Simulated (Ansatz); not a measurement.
Geometry optimisation, RKS BLYP/6-31G in Ansatz 0.2.0.

The input (input.yaml):

```yaml
crystal:
  periodic: [false, false, false]
  atoms:
    - { symbol: B, position_ang: [0.7878, -2.0482, 0.1265] }
    - { symbol: C, position_ang: [1.1292, -0.4965, 0.2865] }
    - { symbol: C, position_ang: [2.3093, -0.1496, 0.7308] }
    - { symbol: Si, position_ang: [-0.0328, 0.8242, -0.1431] }
    - { symbol: C, position_ang: [-0.6389, 0.6177, -1.9362] }
    - { symbol: Si, position_ang: [-1.888, 0.6394, 1.1928] }
    - { symbol: H, position_ang: [1.5356, -2.8571, 0.3869] }
    - { symbol: H, position_ang: [-0.2968, -2.2807, -0.2852] }
    - { symbol: H, position_ang: [3.0843, -0.8883, 1.0454] }
    - { symbol: H, position_ang: [2.6179, 0.8936, 0.8923] }
    - { symbol: H, position_ang: [0.4776, 2.1464, 0.0641] }
    - { symbol: H, position_ang: [0.2648, 0.7143, -2.5634] }
    - { symbol: H, position_ang: [-1.1677, -0.3395, -2.0757] }
    - { symbol: H, position_ang: [-1.3927, 1.436, -2.1547] }
    - { symbol: H, position_ang: [-2.8692, 1.6487, 0.8542] }
    - { symbol: H, position_ang: [-1.46, 0.8152, 2.6123] }
    - { symbol: H, position_ang: [-2.4795, -0.6759, 1.0068] }
basis:
  gaussian: { orbitals: "6-31G" }
hamiltonian:
  xc: blyp
relax:
  f_tol: 0.02
  max_steps: 50
```

Command:

```bash
$ ansatz run input.yaml --threads 2 --pin off --max-ram 3072MiB --backend cpu --events-out ev --progress --plain --runs-dir out
```

Q: Where does it end, and by what steps?

A: The run converged. Limits of this set-up: no polarisation functions. After 6 steps the energy has fallen by 0.742 eV; H17 moved furthest, 0.30 Å.

```json
{"step": "0", "energy less start (eV)": "0.0000", "largest force component (eV/Å)": "3.924", "accepted": "yes"}
{"step": "1", "energy less start (eV)": "-0.6228", "largest force component (eV/Å)": "1.312", "accepted": "yes"}
{"step": "2", "energy less start (eV)": "-0.5551", "largest force component (eV/Å)": "1.939", "accepted": "no"}
{"step": "3", "energy less start (eV)": "-0.7154", "largest force component (eV/Å)": "0.528", "accepted": "yes"}
{"step": "4", "energy less start (eV)": "-0.7395", "largest force component (eV/Å)": "0.048", "accepted": "yes"}
{"step": "5", "energy less start (eV)": "-0.7418", "largest force component (eV/Å)": "0.038", "accepted": "yes"}
{"step": "6", "energy less start (eV)": "-0.7423", "largest force component (eV/Å)": "0.014", "accepted": "yes"}
```

```xyz
17
Properties=species:S:1:pos:R:3
B 0.889 -2.064 0.068
C 1.187 -0.554 0.285
C 2.402 -0.197 0.811
Si -0.109 0.813 -0.175
C -0.676 0.648 -2.022
Si -2.004 0.711 1.293
H 1.730 -2.880 0.349
H -0.159 -2.454 -0.376
H 3.150 -0.955 1.078
H 2.700 0.843 0.997
H 0.556 2.167 0.020
H 0.191 0.744 -2.696
H -1.149 -0.332 -2.198
H -1.403 1.436 -2.275
H -3.017 1.783 0.944
H -1.599 0.916 2.737
H -2.708 -0.626 1.200
```

Time of the run: 27 s on 2 threads of Arm Neoverse V1, on a shared host, peak memory 0.16 GiB.
